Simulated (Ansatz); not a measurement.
This geometry of Cl2HInS (5 atoms, charge 0, multiplicity 1) is a first-order saddle point.

Computed with RKS BHLYP-D4/def2-SVP in Ansatz.

```xyz
5
Properties=species:S:1:pos:R:3
S -0.923 1.432 0.908
In 0.108 -0.540 0.016
Cl 2.245 -1.231 0.636
Cl -0.957 -1.928 -1.523
H -0.423 2.193 -0.079
```

Task: Which two structures does it join? (They come from a converged band through this point; their orientation in space is the band's.)

Result: No bond is made or broken. The height of In2 over the plane of its neighbours goes from 0.00 to 0.00 Å. The two ends are copies of one structure, up to a mirror image or an exchange of like atoms.

First end point:

```xyz
5
Properties=species:S:1:pos:R:3
S -0.118 1.757 0.712
In 0.323 -0.468 0.004
Cl 2.173 -1.653 0.768
Cl -1.094 -1.555 -1.495
H -1.233 1.845 -0.031
```

Last end point:

```xyz
5
Properties=species:S:1:pos:R:3
S -0.654 1.750 0.335
In -0.099 -0.473 -0.294
Cl 1.798 -1.526 0.560
Cl -1.412 -1.690 -1.779
H 0.417 1.866 1.136
```

Task: How far does it lie above each of them?

Result: 0.162 eV above the first and 0.162 eV above the second. This is the barrier of this one path; another mechanism may lie lower.

Time of the run: 4.1 min on 1 thread of Arm Neoverse V1 (shared host), peak memory 0.2 GiB.
